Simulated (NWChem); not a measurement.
Everything below was run with NWChem. System: H6PSi2, charge 0, spin multiplicity 2, at a geometry optimised with UPBE/def2-SVP. The structure started from a generated list of species. Its SCF solution wasn't tested for a lower state. Level: UHF/def2-TZVP.

Input file:

```
start mol
memory heap 200 mb stack 900 mb global 1100 mb
geometry units angstroms nocenter noautoz
  Si     0.027718     1.665120     0.430547
  P      0.000000     0.000000    -1.116515
  Si    -0.027718    -1.665120     0.430547
  H     -0.288504     2.975213    -0.237704
  H     -0.966435     1.429217     1.540751
  H      1.403732     1.753507     1.043157
  H      0.966435    -1.429217     1.540751
  H      0.288504    -2.975213    -0.237704
  H     -1.403732    -1.753507     1.043157
  symmetry group C2
end
basis spherical
  * library def2-tzvp
end
scf
  uhf
  nopen 1
  maxiter 100
  thresh 1e-7
  semidirect memsize 60000000 filesize 0
  # guess.movecs holds the orbitals of an unrestricted PBE0 run
  vectors input guess.movecs output mol.movecs
end
task scf energy
```

NWChem printed:

```
             Northwest Computational Chemistry Package (NWChem) 7.3.0
             --------------------------------------------------------

                                NWChem Input Module
                                -------------------

 Scaling coordinates for geometry "geometry" by  1.889725989
 (inverse scale =  0.529177249)

 Turning off AUTOSYM since
 SYMMETRY directive was detected!

                             Geometry "geometry" -> ""
                             -------------------------

 Output coordinates in angstroms (scale by  1.889725989 to convert to a.u.)

  No.       Tag          Charge          X              Y              Z
 ---- ---------------- ---------- -------------- -------------- --------------
    1 Si                  14.0000     0.02771800     1.66512000     0.43054700
    2 P                   15.0000     0.00000000     0.00000000    -1.11651500
    3 Si                  14.0000    -0.02771800    -1.66512000     0.43054700
    4 H                    1.0000    -0.28850400     2.97521300    -0.23770400
    5 H                    1.0000    -0.96643500     1.42921700     1.54075100
    6 H                    1.0000     1.40373200     1.75350700     1.04315700
    7 H                    1.0000     0.96643500    -1.42921700     1.54075100
    8 H                    1.0000     0.28850400    -2.97521300    -0.23770400
    9 H                    1.0000    -1.40373200    -1.75350700     1.04315700

 Effective nuclear repulsion energy (a.u.)     187.4511176488

            Nuclear Dipole moment (a.u.)
            ----------------------------
        X                 Y               Z
 ---------------- ---------------- ----------------
     0.0000000000     0.0000000000    -0.0000018897

      Symmetry information
      --------------------

 Group name             C2
 Group number              4
 Group order               2
 No. of unique centers     5

      Symmetry unique atoms

     1    2    4    5    6


 Summary of "ao basis" -> "" (spherical)
 ------------------------------------------------------------------------------
       Tag                 Description            Shells   Functions and Types
 ---------------- ------------------------------  ------  ---------------------
 *                         def2-tzvp                  on all atoms

 Summary of "ao basis" -> "ao basis" (spherical)
 ------------------------------------------------------------------------------
       Tag                 Description            Shells   Functions and Types
 ---------------- ------------------------------  ------  ---------------------
 Si                        def2-tzvp                13       37   5s5p2d1f
 P                         def2-tzvp                13       37   5s5p2d1f
 H                         def2-tzvp                 4        6   3s1p

                                 NWChem SCF Module
                                 -----------------

  ao basis        = "ao basis"
  functions       =   147
  atoms           =     9
  alpha electrons =    25
  beta  electrons =    24
  charge          =   0.00
  wavefunction    = UHF
  use symmetry    = T
  symmetry adapt  = T

 Summary of "ao basis" -> "ao basis" (spherical)
 ------------------------------------------------------------------------------
       Tag                 Description            Shells   Functions and Types
 ---------------- ------------------------------  ------  ---------------------
 Si                        def2-tzvp                13       37   5s5p2d1f
[...]
    41     -0.241494  2 P  s                 42     -0.214559  2 P  s
    51      0.163895  2 P  pz

 Vector   25  Occ=0.000000D+00  E= 1.271525D-02  Symmetry=b
              MO Center=  7.7D-14, -1.9D-14, -7.9D-01, r^2= 3.5D+00
   Bfn.  Coefficient  Atom+Function         Bfn.  Coefficient  Atom+Function
  ----- ------------  ---------------      ----- ------------  ---------------
    55      0.504548  2 P  px                52      0.264377  2 P  px
   126     -0.240215  6 H  s                144      0.240215  9 H  s
    18      0.219642  1 Si px                92      0.219642  3 Si px
   120      0.220674  5 H  s                132     -0.220674  7 H  s
    49      0.158827  2 P  px

 Vector   26  Occ=0.000000D+00  E= 1.117647D-01  Symmetry=a
              MO Center= -1.5D-14,  6.1D-15,  2.4D-01, r^2= 9.7D+00
   Bfn.  Coefficient  Atom+Function         Bfn.  Coefficient  Atom+Function
  ----- ------------  ---------------      ----- ------------  ---------------
    42      1.951552  2 P  s                 20      0.894802  1 Si pz
    94      0.894802  3 Si pz                57      0.770188  2 P  pz
    19      0.752187  1 Si py                93     -0.752187  3 Si py
   126     -0.354121  6 H  s                144     -0.354121  9 H  s
   120     -0.279580  5 H  s                132     -0.279580  7 H  s

 Vector   27  Occ=0.000000D+00  E= 1.191862D-01  Symmetry=b
              MO Center=  1.4D-16,  3.0D-14,  1.4D-01, r^2= 9.8D+00
   Bfn.  Coefficient  Atom+Function         Bfn.  Coefficient  Atom+Function
  ----- ------------  ---------------      ----- ------------  ---------------
     5      1.701523  1 Si s                 79     -1.701523  3 Si s
    56     -1.318223  2 P  py                19     -1.243514  1 Si py
    93     -1.243514  3 Si py               120     -0.537136  5 H  s
   132      0.537136  7 H  s                126     -0.300028  6 H  s
   144      0.300028  9 H  s                 53     -0.253098  2 P  py

 center of mass
 --------------
 x =   0.00000000 y =   0.00000000 z =  -0.11712951

 moments of inertia (a.u.)
 ------------------
         853.540392714560         -10.819076335842           0.000000000000
         -10.819076335842         220.636325603917          -0.000000000000
           0.000000000000          -0.000000000000         676.222044720232

  Mulliken analysis of the total density
  --------------------------------------

    Atom       Charge   Shell Charges
 -----------   ------   -------------------------------------------------------
    1 Si  14    13.77   2.00  0.58  1.39  0.81  0.44  4.12  1.73  0.51  1.48  0.36  0.12  0.19  0.02
    2 P   15    15.23   2.01  0.53  1.43  1.02  0.78  4.17  1.70  0.65  1.87  0.96  0.03  0.08  0.01
    3 Si  14    13.77   2.00  0.58  1.39  0.81  0.44  4.12  1.73  0.51  1.48  0.36  0.12  0.19  0.02
    4 H    1     1.04   0.24  0.56  0.24  0.01
    5 H    1     1.03   0.23  0.56  0.23  0.01
    6 H    1     1.04   0.23  0.56  0.23  0.01
    7 H    1     1.03   0.23  0.56  0.23  0.01
    8 H    1     1.04   0.24  0.56  0.24  0.01
    9 H    1     1.04   0.23  0.56  0.23  0.01

  Mulliken analysis of the alpha density
  --------------------------------------

    Atom       Charge   Shell Charges
 -----------   ------   -------------------------------------------------------
    1 Si  14     6.87   1.00  0.29  0.70  0.40  0.22  2.06  0.86  0.25  0.72  0.17  0.06  0.11  0.01
    2 P   15     8.13   1.00  0.27  0.72  0.52  0.41  2.10  0.84  0.39  1.20  0.63  0.01  0.04  0.00
    3 Si  14     6.87   1.00  0.29  0.70  0.40  0.22  2.06  0.86  0.25  0.72  0.17  0.06  0.11  0.01
    4 H    1     0.52   0.12  0.28  0.12  0.00
    5 H    1     0.52   0.12  0.28  0.12  0.00
    6 H    1     0.53   0.12  0.29  0.12  0.00
    7 H    1     0.52   0.12  0.28  0.12  0.00
    8 H    1     0.52   0.12  0.28  0.12  0.00
    9 H    1     0.53   0.12  0.29  0.12  0.00

   Mulliken analysis of the beta density
   -------------------------------------

    Atom       Charge   Shell Charges
 -----------   ------   -------------------------------------------------------
    1 Si  14     6.91   1.00  0.29  0.70  0.41  0.22  2.06  0.86  0.26  0.76  0.19  0.06  0.09  0.01
    2 P   15     7.10   1.00  0.27  0.72  0.50  0.38  2.07  0.86  0.26  0.67  0.33  0.01  0.04  0.00
    3 Si  14     6.91   1.00  0.29  0.70  0.41  0.22  2.06  0.86  0.26  0.76  0.19  0.06  0.09  0.01
    4 H    1     0.52   0.12  0.28  0.12  0.00
    5 H    1     0.51   0.12  0.28  0.11  0.00
    6 H    1     0.51   0.11  0.27  0.11  0.00
    7 H    1     0.51   0.12  0.28  0.11  0.00
    8 H    1     0.52   0.12  0.28  0.12  0.00
    9 H    1     0.51   0.11  0.27  0.11  0.00

   Mulliken analysis of the spin density
   -------------------------------------

    Atom       Charge   Shell Charges
 -----------   ------   -------------------------------------------------------
    1 Si  14    -0.04  -0.00 -0.00  0.00 -0.01 -0.01 -0.00  0.00 -0.01 -0.03 -0.01  0.01  0.02  0.00
    2 P   15     1.02   0.00  0.00 -0.00  0.01  0.03  0.03 -0.02  0.13  0.53  0.30  0.00  0.01 -0.00
    3 Si  14    -0.04  -0.00 -0.00  0.00 -0.01 -0.01 -0.00  0.00 -0.01 -0.03 -0.01  0.01  0.02  0.00
    4 H    1    -0.00  -0.00 -0.00 -0.00  0.00
    5 H    1     0.01   0.00  0.01  0.00 -0.00
    6 H    1     0.02   0.00  0.01  0.00 -0.00
    7 H    1     0.01   0.00  0.01  0.00 -0.00
    8 H    1    -0.00  -0.00 -0.00 -0.00  0.00
    9 H    1     0.02   0.00  0.01  0.00 -0.00

       Multipole analysis of the density wrt the origin
       ------------------------------------------------

     L   x y z        total         alpha         beta         nuclear
     -   - - -        -----         -----         ----         -------
     0   0 0 0      0.000000    -25.000000    -24.000000     49.000000

     1   1 0 0     -0.000000     -0.000000     -0.000000      0.000000
     1   0 1 0      0.000000      0.000000      0.000000      0.000000
     1   0 0 1      0.217356      0.990845     -0.773487     -0.000002

     2   2 0 0    -33.238119    -29.500442    -25.152998     21.415321
     2   1 1 0     -0.061195     -3.228797     -3.031772      6.199374
     2   1 0 1      0.000000      0.000000      0.000000      0.000000
     2   0 2 0    -33.348665   -205.789438   -204.564235    377.005009
     2   0 1 1     -0.000000      0.000000     -0.000000      0.000000
     2   0 0 2    -35.348849    -75.312038    -70.477878    110.441067

 Task  times  cpu:       12.9s     wall:       12.9s

 Total times  cpu:       12.9s     wall:       12.9s
```
